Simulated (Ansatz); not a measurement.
This geometry of CH5GaO + H (9 atoms, charge 0, multiplicity 2) is a first-order saddle point.

These are results of Ansatz, UKS PBE0-D4/def2-SVP, not measurements.

```xyz
9
Properties=species:S:1:pos:R:3
Ga -0.129 -0.143 -0.063
H 0.100 -0.077 1.509
O 1.317 -0.430 -1.079
H 2.147 -0.532 -0.604
C -1.793 0.033 -1.070
H -2.408 -0.872 -0.942
H -2.388 0.890 -0.718
H -1.575 0.157 -2.141
H 0.307 0.023 3.247
```

Problem. Which two structures does it join? (They come from a converged band through this point; their orientation in space is the band's.)

Solution. Bonds broken: Ga1–H2. Bonds formed: H2–H9. CH5GaO + H becomes CH4GaO + H2.

First end point:

```xyz
9
Properties=species:S:1:pos:R:3
Ga -0.164 -0.167 -0.185
H 0.048 -0.151 1.372
O 1.296 -0.381 -1.200
H 2.120 -0.489 -0.715
C -1.816 0.021 -1.208
H -2.486 -0.832 -1.015
H -2.358 0.936 -0.921
H -1.593 0.058 -2.284
H 0.532 0.052 4.294
```

Last end point:

```xyz
9
Properties=species:S:1:pos:R:3
Ga -0.065 -1.069 -0.565
H -0.287 -0.097 2.420
O 1.441 -0.190 -1.027
H 2.264 -0.658 -0.854
C -1.722 -0.026 -0.955
H -2.486 -0.656 -1.432
H -2.128 0.372 -0.013
H -1.441 0.805 -1.620
H 0.003 0.568 2.187
```

Problem. How far does it lie above each of them?

Solution. 0.023 eV above the first and 1.021 eV above the second. This is the barrier of this one path; another mechanism may lie lower.

The run took 2.8 min on 4 threads of Arm Neoverse V1 (shared host), peak memory 0.26 GiB.
